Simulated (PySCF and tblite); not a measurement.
Values are calculated unless marked as measured or tabulated.
C₄H₇FO₂, numbered as in [F:1][CH:2]1[CH2:3][O:4][CH2:5][O:6][CH2:7]1. The same 3 conformers on PBE0-D3(BJ)/def2-SVP geometries, with only the basis set of the single-point energies changed (functional PBE0, solvent none (gas phase), D3(BJ) where defined; PySCF).

The 6-ring runs over atoms 2–3–4–5–6–7. Of a mirror pair one member is shown.

```tsv
conformer	shape	symmetry	dipole D
1	6-ring chair (all substituents equatorial)	Cs	0.74
2	6-ring chair (F1 axial)	Cs	3.00
3	6-ring twist-boat (ring torsions 66, -35, -32, 69, -34, -28°)	C1 (pair)	1.25
```

Energies (kcal/mol) above conformer 1 and its weight at 298.15 K (thermal terms from GFN2-xTB):

| basis set | E(2) − E(1) | E(3) − E(1) | weight of 1 (%) |
| --- | --- | --- | --- |
| def2-TZVP | 0.32 | 4.05 | 58 |
| 6-31G* | ? | ? | ? |
| def2-SVP | 1.01 | 4.38 | 81 |
| pcseg-1 | 1.16 | 4.06 | 85 |
| 6-311G** | 0.90 | 4.23 | 78 |
| def2-SVPD | 0.20 | 3.63 | 53 |
| pcseg-2 | 0.35 | 4.05 | 59 |

What does 6-31G* give?

E(2) − E(1) = 1.10 kcal/mol, E(3) − E(1) = 4.25 kcal/mol, weight of conformer 1 83 %.

How much does the choice of basis set matter?

The widest range is that of E(2) − E(1), which runs from 0.20 (def2-SVPD) to 1.16 kcal/mol (pcseg-1), a spread of 0.95, against RT = 0.59.
